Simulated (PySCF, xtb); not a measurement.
Be(Br)(GeH3) (BeBrGeH₃), SMILES [GeH3][Be][Br].

GFN2-xTB (xtb) at its own geometry gives an orbital gap of 4.36 eV and a dipole moment of 0.66 D.

Coordinates come from a ωB97X-D3(BJ)/def2-TZVP optimisation.

What does r2SCAN/def2-TZVPD (PySCF) give? (An estimate is asked for; the answer gives what the named calculation found.)

gap 5.66 eV (levels -7.38 and -1.72 eV), dipole 0.03 D.
